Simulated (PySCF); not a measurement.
# Frontier levels across methods

Species: CH6Cl2OSi2.
Geometry (PBE0-D3(BJ)/def2-SVP, Å), atoms numbered from 1 in this order:
```xyz
12
CH6Cl2OSi2 angstrom
Si     1.7991    0.9169   -0.1899
O      1.0319   -0.5493    0.0153
Si    -0.3736   -1.2903    0.4064
Cl    -0.1151   -2.3865    2.1365
C     -1.6927   -0.0062    0.7835
Cl    -1.8219    1.0952   -0.6257
H      3.2521    0.7022    0.0542
H      1.5870    1.4085   -1.5793
H      1.2697    1.9100    0.7911
H     -0.7840   -2.2114   -0.6778
H     -2.6775   -0.4636    0.9581
H     -1.4298    0.5947    1.6664
```

Basis pcSseg-1 throughout (PySCF), one geometry. Geometry: PBE0-D3(BJ)/def2-SVP, one conformer, isolated molecule.

How do the orbital energies, the gap and the dipole change with the method?

```json
{"method": "BLYP", "kind": "GGA", "HOMO (eV)": "-6.90", "LUMO (eV)": "-0.91", "gap (eV)": "5.99", "μ (D)": "0.76", "SCF cycles": "15"}
{"method": "PBE", "kind": "GGA", "HOMO (eV)": "-7.05", "LUMO (eV)": "-1.08", "gap (eV)": "5.97", "μ (D)": "0.77", "SCF cycles": "15"}
{"method": "OPBE", "kind": "GGA", "HOMO (eV)": "-7.05", "LUMO (eV)": "-0.98", "gap (eV)": "6.07", "μ (D)": "0.77", "SCF cycles": "15"}
{"method": "B97-D", "kind": "GGA", "HOMO (eV)": "-7.07", "LUMO (eV)": "-0.98", "gap (eV)": "6.10", "μ (D)": "0.76", "SCF cycles": "15"}
{"method": "KT2", "kind": "GGA", "HOMO (eV)": "-7.15", "LUMO (eV)": "-1.21", "gap (eV)": "5.94", "μ (D)": "0.73", "SCF cycles": "15"}
{"method": "KT3", "kind": "GGA", "HOMO (eV)": "-7.16", "LUMO (eV)": "-1.11", "gap (eV)": "6.06", "μ (D)": "0.72", "SCF cycles": "15"}
{"method": "LDA", "kind": "LDA", "HOMO (eV)": "-7.17", "LUMO (eV)": "-1.34", "gap (eV)": "5.83", "μ (D)": "0.82", "SCF cycles": "14"}
{"method": "BP86", "kind": "GGA", "HOMO (eV)": "-7.17", "LUMO (eV)": "-1.19", "gap (eV)": "5.98", "μ (D)": "0.77", "SCF cycles": "15"}
{"method": "B3LYP", "kind": "global hybrid", "HOMO (eV)": "-8.18", "LUMO (eV)": "-0.25", "gap (eV)": "7.93", "μ (D)": "0.77", "SCF cycles": "13"}
{"method": "B97-2", "kind": "global hybrid", "HOMO (eV)": "-8.20", "LUMO (eV)": "-0.10", "gap (eV)": "8.10", "μ (D)": "0.77", "SCF cycles": "13"}
{"method": "PBE0", "kind": "global hybrid", "HOMO (eV)": "-8.44", "LUMO (eV)": "-0.05", "gap (eV)": "8.39", "μ (D)": "0.78", "SCF cycles": "13"}
{"method": "mPW1PW91", "kind": "global hybrid", "HOMO (eV)": "-8.48", "LUMO (eV)": "-0.06", "gap (eV)": "8.42", "μ (D)": "0.77", "SCF cycles": "13"}
{"method": "BHandHLYP", "kind": "global hybrid", "HOMO (eV)": "-9.69", "LUMO (eV)": "1.07", "gap (eV)": "10.76", "μ (D)": "0.78", "SCF cycles": "11"}
{"method": "CAM-B3LYP", "kind": "range-separated hybrid", "HOMO (eV)": "-9.79", "LUMO (eV)": "1.15", "gap (eV)": "10.94", "μ (D)": "0.78", "SCF cycles": "12"}
{"method": "wB97X-D", "kind": "range-separated hybrid", "HOMO (eV)": "-10.35", "LUMO (eV)": "1.74", "gap (eV)": "12.08", "μ (D)": "0.76", "SCF cycles": "13"}
{"method": "LC-wPBE", "kind": "range-separated hybrid", "HOMO (eV)": "-11.20", "LUMO (eV)": "2.32", "gap (eV)": "13.53", "μ (D)": "0.79", "SCF cycles": "14"}
{"method": "HF", "kind": "Hartree–Fock", "HOMO (eV)": "-11.70", "LUMO (eV)": "3.43", "gap (eV)": "15.13", "μ (D)": "0.77", "SCF cycles": "10"}
```

The HOMO spans 4.80 eV, from BLYP down to HF, and the gap runs from 5.83 eV (LDA) to 15.13 eV (HF). Over the methods BLYP (0 %), PBE (0 %), OPBE (0 %), B97-D (0 %), KT2 (0 %), KT3 (0 %), LDA (0 %), BP86 (0 %), B3LYP (20 %), B97-2 (21 %), PBE0 (25 %), mPW1PW91 (25 %), BHandHLYP (50 %), HF (100 %), a straight line through the gap against the share of exact exchange rises by 0.92 eV for each 10 % (correlation coefficient 0.999). The dipole ranges from 0.72 D (KT3) to 0.82 D (LDA). This basis has no diffuse functions.
